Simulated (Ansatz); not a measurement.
Gas-phase electronic energies from Ansatz, PBE0-D4/def2-TZVP geometries. CCSD(T)/CBS is the MP2 limit (def2-TZVPP, def2-QZVPP) plus CCSD(T) − MP2 in def2-TZVPP, frozen cores. This one scheme is used for every species. Functionals use def2-TZVPP. For Ge outer-core shells are correlated without core-valence functions, which leaves a few kJ/mol of doubt a bond. Scalar relativity is left out up to krypton. One conformer a species, not always the lowest.

`C[N]([GeH3])BF` + `F[SiH3]` → `F[SiH2][GeH3]` + `CNBF`  (formal exchange of groups at a Ge–N bond)

`C[N]([GeH3])BF`:

Cartesian coordinates in Å:
```
C -0.775 -1.012 0.697
N 0.007 -0.191 -0.211
Ge 0.484 1.487 0.439
B 0.359 -0.660 -1.475
F 1.081 0.108 -2.304
H -1.005 -1.971 0.229
H -1.722 -0.528 0.960
H -0.231 -1.210 1.627
H 1.294 2.234 -0.619
H 1.295 1.263 1.727
H -0.819 2.227 0.788
H 0.031 -1.748 -1.857
```

`F[SiH3]`:

```xyz
5

F    -0.055   -1.366   -0.751
Si    0.001    0.035    0.019
H    -0.855    1.002   -0.707
H     1.409    0.499    0.040
H    -0.500   -0.171    1.398
```

`F[SiH2][GeH3]`:

Z-matrix (Å, degrees):
```
Si
Ge 1 2.380
F 1 1.606 2 109.6
H 1 1.485 2 111.2 3 -119.0
H 1 1.486 2 111.2 3 119.0
H 2 1.539 1 108.9 3 179.7
H 2 1.536 1 110.9 3 60.3
H 2 1.536 1 110.9 3 -60.9
```

`CNBF`:

```xyz
9

C    -0.338   -1.101    0.076
N    -0.050    0.199   -0.478
B     0.467    1.285    0.214
F     0.684    2.435   -0.440
H     0.246   -1.888   -0.410
H    -0.085   -1.100    1.137
H    -1.398   -1.355   -0.018
H    -0.251    0.302   -1.462
H     0.725    1.222    1.381
```

(1) Is it downhill or uphill in electronic energy at CCSD(T)/CBS, and by how much? (An estimate is asked.)

(2) What do these levels give: LDA (SPW92), B2PLYP, r2SCAN0, HF/def2-SVP, MP2/def2-SVP, MP2/def2-QZVPP? (Best estimate.)

Largest T1 diagnostic among the species: 0.012.

Answers

(1) Computed: Downhill: ΔE = -6.5 kJ/mol.

(2) Ansatz gave: LDA (SPW92) -26.1, B2PLYP -9.0, r2SCAN0 -17.5, HF/def2-SVP -4.6, MP2/def2-SVP 3.7, MP2/def2-QZVPP 2.5 kJ/mol.

From PBE to PBE0 (25 % exact exchange), in def2-TZVPP and without D4, ΔE moves by +4.1 kJ/mol. The D4 term adds +6.1 kJ/mol with B3LYP and +3.2 kJ/mol with PBE0; it sums over pairs of atoms, weighted by their polarisabilities, and B3LYP, whose exchange is more repulsive, gets the larger term. Leaving LDA and LC-ωPBE aside and taking each functional with its dispersion term where it has one, the values, not all of them listed here, spread over 17.6 kJ/mol, from PBE-D4 to BHLYP-D4. LDA lies +3.7 kJ/mol from PBE without D4.

B3LYP here is the variant with VWN-RPA as its local correlation; programs differ in this.
